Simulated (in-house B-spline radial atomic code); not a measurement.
A calculation on neutral rhodium: its settings, and results tabulated from the run. Method: non-relativistic B3LYP, spin-polarised, spherical fractional occupations, exact exchange averaged over the configuration, point nucleus. Calculated with an all-electron radial atomic-structure program (B-spline basis).

Command:
```bash
python run_scf.py task.json out
```
Settings:
```
Z                45
configuration    [Kr] 4d8 5s1
hamiltonian      nr
method           b3lyp
spin_polarised   True
exact_exchange   averaged over the configuration
```

Output (hartree, bohr):
```
 radial grid: 59 intervals, B-splines of order 8, outer radius 50 bohr

 iter        energy (Eh)    residual
    1       -4683.772573    5.49e-01
    2       -4683.707540    3.10e-01
    3       -4688.122673    3.35e-02
    4       -4688.156552    1.48e-02
    5       -4688.161967    5.44e-03
    6       -4688.162491    2.22e-03
    7       -4688.162750    1.15e-03
    8       -4688.162824    6.63e-05
    9       -4688.162824    1.24e-05
   10       -4688.162824    6.14e-07
   11       -4688.162824    3.04e-08

 total energy                     -4688.16282
 kinetic                            4685.9207
 electron-nucleus                 -11162.1747
 Hartree                            1924.2375
 exact exchange                      -26.6945
 exchange-correlation               -109.4518

 orbital      occ     eigenvalue          <r>       <r^2>       <1/r>       <r^4>       r_max
 1s up      1.000      -824.5714    0.0338509  0.00153319     44.4782 5.95429e-06      0.0224
 1s down    1.000      -824.5707    0.0338509  0.00153319     44.4782 5.95425e-06      0.0224
 2s up      1.000      -117.8676     0.147219   0.0254711     10.0867  0.00110609      0.1247
 2s down    1.000      -117.8536     0.147214   0.0254694     10.0871  0.00110596      0.1247
 2p up      3.000      -109.2257     0.125967    0.019321     10.0812  0.00073589      0.0979
 2p down    3.000      -109.2144      0.12596   0.0193186     10.0817 0.000735726      0.0979
 3s up      1.000       -21.2191     0.402646    0.185311     3.55706   0.0526326      0.3628
 3s down    1.000       -21.2114     0.402605    0.185252     3.55696   0.0525682      0.3628
 3p up      3.000       -17.7842     0.395619    0.181668     3.46975   0.0531581      0.3497
 3p down    3.000       -17.7758     0.395556     0.18158     3.46974    0.053063      0.3497
 3d up      5.000       -11.4626     0.369776    0.163189     3.30598   0.0502268      0.2915
 3d down    5.000       -11.4485     0.369823    0.163206     3.30528   0.0502044      0.2917
 4s up      1.000        -2.9964      1.01125     1.15928     1.34655     2.03758      0.9073
 4s down    1.000        -2.9320      1.01002     1.15672     1.34891      2.0299      0.9061
 4p up      3.000        -1.9384        1.097     1.38118     1.22817     3.05658      0.9557
 4p down    3.000        -1.8678      1.09516      1.3767     1.23084     3.03608      0.9541
 4d up      5.000        -0.3017      1.55501     2.99755    0.877404     20.1688       1.138
 4d down    3.000        -0.2482      1.58072      3.1301     0.86951     23.1121       1.138
 5s up      1.000        -0.1778      3.41657     13.5098    0.372419     311.821       2.766
```

Time taken, with all properties: 0.26 s on 1 thread of Intel(R) Xeon(R) 6975P-C, on a shared host.
